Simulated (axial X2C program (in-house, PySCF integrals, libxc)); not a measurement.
# SnF along the bond: HF, 2c

Calculated with an in-house relativistic program for diatomic molecules. Two-component (2c) means X2C with spin–orbit coupling and atomic mean-field two-electron Coulomb and Gaunt terms. Basis: Sn dyall-cv3z [11s12p9d4f1g], F dyall-av3z [7s6p3d2f] (cores contracted in-house); Gaussian nuclei, density fitting, unrestricted open shells. Masses: Sn 119.902 u, F 18.998 u.

State: Ω = 1/2 (⟨Sz⟩ = -0.50, ⟨Lz⟩ = 1.00 at HF). Dipoles are positive if F is the positive end.

| R (Å) | μ (D) | HOMO (eV) | LUMO (eV) |
| --- | --- | --- | --- |
| 1.701 | -1.074 | -6.74 | -0.01 |
| 1.779 | -1.639 | -6.91 | -0.12 |
| 1.838 | -2.068 | -7.04 | -0.20 |
| 1.896 | -2.500 | -7.16 | -0.28 |
| 1.955 | -2.936 | -7.29 | -0.37 |
| 2.023 | -3.446 | -7.43 | -0.47 |
| 2.092 | -3.957 | -7.57 | -0.57 |
| 2.180 | -4.615 | -7.75 | -0.70 |
| 2.287 | -5.417 | -7.97 | -0.85 |
| 2.444 | -6.575 | -8.27 | -1.07 |

(1) The minimum lies at 1.931 Å. What is the dipole moment there, and its slope?

The state is one determinant whose occupation by symmetry is held fixed; it was picked as the lowest of a PBE0 search that is not exhaustive.

Results:

(1) At HF, 2c, with the sign and origin stated: μ = -2.76 D, dμ/dR = -7.43 D/Å.
